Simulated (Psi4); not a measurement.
calcium atom (Ca), singlet; CAM-B3LYP/def2-SVPD in Psi4.

Psi4 was given this input:
```
memory 2 GB

molecule mol {
0 1
  Ca    0.000000    0.000000    0.000000
}

set basis def2-svpd
set reference rks

energy('cam-b3lyp')
print_variables()
```

Output, abridged:

```
   => Loading Basis Set <=

    Name: DEF2-SVPD
    Role: ORBITAL
    Keyword: BASIS

         ---------------------------------------------------------
                                   SCF
               by Justin Turney, Rob Parrish, Andy Simmonett
                          and Daniel G. A. Smith
                              RKS Reference
         ---------------------------------------------------------

  ==> Geometry <==

    Molecular point group: d2h
    Geometry (in Angstrom), charge = 0, multiplicity = 1:

       Center              X                  Y                   Z               Mass
    ------------   -----------------  -----------------  -----------------  -----------------
         CA           0.000000000000     0.000000000000     0.000000000000    39.962590863000

  Running in d2h symmetry.

  Rotational constants: A = ************  B = ************  C = ************ [cm^-1]
  Rotational constants: A = ************  B = ************  C = ************ [MHz]
  Nuclear repulsion =    0.000000000000000

  Charge       = 0
  Multiplicity = 1
  Electrons    = 20
  Nalpha       = 10
  Nbeta        = 10

  ==> Algorithm <==

  SCF Algorithm Type is DF.
  DIIS enabled.
  MOM disabled.
  Fractional occupation disabled.
  Guess Type is CORE.
  Energy threshold   = 1.00e-06
  Density threshold  = 1.00e-06
  Integral threshold = 1.00e-12

  ==> Primary Basis <==

  Basis Set: DEF2-SVPD
    Blend: DEF2-SVPD
    Number of shells: 11
    Number of basis functions: 27
    Number of Cartesian functions: 29
    Spherical Harmonics?: true
    Max angular momentum: 2

  ==> DFT Potential <==

   => LibXC <=

    Version 7.1.2
    S. Lehtola, C. Steigemann, M. J. T. Oliveira, and M. A. L. Marques,  SoftwareX 7, 1–5 (2018) (10.1016/j.softx.2017.11.002)

   => Composite Functional: CAM-B3LYP <=

    CAM-B3LYP Hyb-GGA Exchange-Correlation Functional

    T. Yanai, D. P. Tew, and N. C. Handy,  Chem. Phys. Lett. 393, 51 (2004) (10.1016/j.cplett.2004.06.011)

    Deriv               =              1
    GGA                 =           TRUE
    Meta                =          FALSE

    Exchange Hybrid     =           TRUE
    MP2 Hybrid          =          FALSE

   => Exchange Functionals <=

    0.3500         Becke 88 [omega = 0.3300]
    0.4600   Short-range recipe for B88 functional - erf [omega = 0.3300]

   => Exact (HF) Exchange <=

    0.4600            HF,LR [omega = 0.3300]
    0.1900               HF

   => Correlation Functionals <=

[...]
   @DF-RKS iter   6:  -677.49780844735699   -9.81055e-06   4.53077e-05 DIIS
   @DF-RKS iter   7:  -677.49781103939767   -2.59204e-06   8.79960e-06 DIIS
   @DF-RKS iter   8:  -677.49781111691516   -7.75175e-08   3.62723e-07 DIIS
  Energy and wave function converged.

  ==> Post-Iterations <==

   Electrons on quadrature grid:
      Ntotal   =   20.0000002700 ; deviation = 2.700e-07

    Orbital Energies [Eh]
    ---------------------

    Doubly Occupied:

[...]
       4Ag    -0.189864

    Virtual:

[...]
    Final Occupation by Irrep:
             Ag   B1g   B2g   B3g    Au   B1u   B2u   B3u
    DOCC [     4,    0,    0,    0,    0,    2,    2,    2 ]
    NA   [     4,    0,    0,    0,    0,    2,    2,    2 ]
    NB   [     4,    0,    0,    0,    0,    2,    2,    2 ]

  @DF-RKS Final Energy:  -677.49781111691516

   => Energetics <=

    Nuclear Repulsion Energy =              0.0000000000000000
    One-Electron Energy =                -926.5056699604538153
    Two-Electron Energy =                 276.7817759255382271
    DFT Exchange-Correlation Energy =     -27.7739170819995529
    Empirical Dispersion Energy =           0.0000000000000000
    VV10 Nonlocal Energy =                  0.0000000000000000
    Total Energy =                       -677.4978111169151589

Computation Completed

Properties will be evaluated at   0.000000,   0.000000,   0.000000 [a0]

Properties computed using the SCF density matrix

 Multipole Moments:

 ------------------------------------------------------------------------------------
     Multipole            Electronic (a.u.)      Nuclear  (a.u.)        Total (a.u.)
 ------------------------------------------------------------------------------------

 L = 1.  Multiply by 2.5417464519 to convert [e a0] to [Debye]
 Dipole X            :          0.0000000            0.0000000            0.0000000
 Dipole Y            :          0.0000000            0.0000000            0.0000000
 Dipole Z            :          0.0000000            0.0000000            0.0000000
 Magnitude           :                                                    0.0000000

 ------------------------------------------------------------------------------------

  Variable Map:
  ----------------------------------------------------------------------------
[...]
  Array Variable Map:
  ----------------------------------------------------------------------------
[...]
[...]
```
